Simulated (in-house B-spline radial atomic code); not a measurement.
RPA and G0W0 for V IX (V8+), [Ne] 3s2 3p3, highest spin, as one setting changes: the highest l of the empty states. Start: PBE0. A dash marks a level of low quasi-particle weight. Computed with a B-spline radial code for spherical atoms: all electrons, scalar-relativistic (spin-free one-electron X2C), finite nucleus, each spin shell either full or empty, empty states to the listed l with an (l + 1/2)⁻⁴ tail; G0W0 by contour deformation at full frequency.

```
highest l of the empty states  RPA summed (Eh)  RPA extrapolated (Eh)  G0W0 level (eV)
                            3         -0.86606               -0.97001    3p up -204.50
                            4                ?                      ?                ?
                            5         -0.94458               -0.97543    3p up -204.66
                            6         -0.95502               -0.97294    3p up -204.65
                            7                ?                      ?                ?
                            8         -0.96377               -0.97138    3p up -204.64
                            9         -0.96575               -0.97108    3p up -204.64
                           10         -0.96702               -0.97088    3p up -204.64
                           11         -0.96787               -0.97074    3p up -204.64
```

(1) What belongs in the row for 7?

(2) What belongs in the row for 4?

Results:

(1) RPA summed (Eh): -0.96057; RPA extrapolated (Eh): -0.9719; G0W0 level (eV): 3p up -204.64.

(2) RPA summed (Eh): -0.92244; RPA extrapolated (Eh): -0.98289; G0W0 level (eV): 3p up -204.68.
